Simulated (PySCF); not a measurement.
## XPS shifts beside NMR shieldings

Compound: C5H13B2N.
SMILES with atom numbers: `[BH2:1][CH2:2][BH:3][N:4]1[CH2:5][CH2:6][CH2:7][CH2:8]1`

Cartesian coordinates in Å at the PBE0-D3(BJ)/def2-SVP level; atoms count from 1:
```xyz
21
C5H13B2N angstrom
B      3.460   -0.495   -0.613
C      2.987   -1.522    0.433
B      1.965   -0.602    1.245
N      0.629   -0.479    0.864
C     -0.358    0.342    1.568
C     -1.705   -0.196    1.101
C     -1.409   -0.583   -0.344
C     -0.010   -1.184   -0.251
H      2.889   -0.378   -1.678
H      4.357    0.282   -0.369
H      2.453   -2.384    0.004
H      3.777   -1.832    1.132
H      2.332    0.041    2.204
H     -0.251    1.403    1.279
H     -0.214    0.282    2.656
H     -1.980   -1.090    1.685
H     -2.517    0.537    1.206
H     -1.393    0.319   -0.978
H     -2.141   -1.279   -0.777
H      0.567   -1.067   -1.180
H     -0.064   -2.266   -0.033
```

Binding energies: delta-SCF UKS SCAN, pcX-2 on the ionised atom, pcseg-1 elsewhere, spin-free X2C in PySCF 2.14.0. Shieldings: GIAO CAM-B3LYP/pcSseg-1, non-relativistic, same geometry.

```tsv
atom	C 1s (eV)
C2	289.32
C5	291.42
C6	290.79
```

Problem. What are the absolute isotropic shieldings of these atoms?

Solution. 
```csv
atom,environment,C 1s (eV),isotropic shielding (ppm)
C2,sp3 carbon bound to boron,289.32,137.2
C6,ring CH2 carbon,290.79,153.2
C5,sp3 carbon bound to nitrogen,291.42,127.2
```

Problem. Among the listed atoms, is the one with the highest binding energy also the least shielded?

Solution. Yes: C5 has both (291.42 eV, 127.2 ppm).

By binding energy: C2 < C6 < C5. By shielding: C5 < C2 < C6.

Of atoms equivalent by bonding only the ionised one is listed; its partners' own values can differ in this conformer. One conformer (not necessarily the lowest) at the PBE0-D3(BJ)/def2-SVP geometry, without solvent, vibrations or thermal averaging.
